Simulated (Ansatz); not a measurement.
Correlation energies of C3H2F4 (`FC(F)=CC(F)F`) by basis set

```xyz
9

F    -1.120   -1.784   -1.452
C    -0.249   -0.943   -0.949
F     0.857   -0.986   -1.636
C    -0.505   -0.193    0.107
C     0.419    0.780    0.747
F    -0.132    2.026    0.704
F     1.616    0.844    0.125
H    -1.485   -0.294    0.552
H     0.600    0.549    1.803
```

The species carries charge 0 and has multiplicity 1. All single points use the PBE0-D4/def2-TZVP geometry. It is one conformer, not always the lowest. Frozen core, restricted reference, the Gaussian-basis code of Ansatz. CBS rows extrapolate triple and quadruple zeta; past MP2 they add the triple-zeta difference.

```json
{"basis": "def2-TZVPP", "HF (Eh)": "-512.71073", "MP2 corr.": "-1.45733"}
{"basis": "def2-QZVPP", "HF (Eh)": "-512.73273", "MP2 corr.": "-1.58487"}
```

Q: Estimate the CCSD correlation energy and the (T) correction in each basis where they were run (hartree).

A: 
| basis | CCSD corr. | (T) |
| --- | --- | --- |
| def2-TZVPP | -1.47307 | -0.05168 |
| CBS(def2) | -1.69507 | as TZ |
